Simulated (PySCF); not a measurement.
Computed shifts of a molecule C₂H₇NSi₂, PySCF with PBE/pcSseg-1, GIAO, gas phase, atoms alike by connectivity averaged where their shifts nearly agree, in ppm (number of nuclei): ²⁹Si: -8.2 (1), -63.3 (1). ¹³C: 192.9 (1), 48.2 (1). ¹⁵N: 544.7 (1). ¹H: 8.94 (1), 6.67 (1), 6.54 (1), 4.47 (3), 4.04 (1). References: ²⁹Si against TMS (σ = 335.4 ppm); ¹³C against TMS (σ = 182.0 ppm); ¹⁵N against NH3 (σ = 267.0 ppm); ¹H against TMS (σ = 31.49 ppm), references at their B3LYP-D3(BJ)/def2-TZVP geometries, non-relativistic. Geometry optimised at ωB97X-D3(BJ)/def2-SVP. Other conformers were not sampled.

Question: Identify the compound among the candidates.
A) C=C1[SiH2]N[SiH2]1
B) C1=N[SiH2]C[SiH2]1
C) N#CC[SiH2][SiH3]
D) [SiH3][C@H]1N=C[SiH2]1

Answer: D, [SiH3][C@H]1N=C[SiH2]1
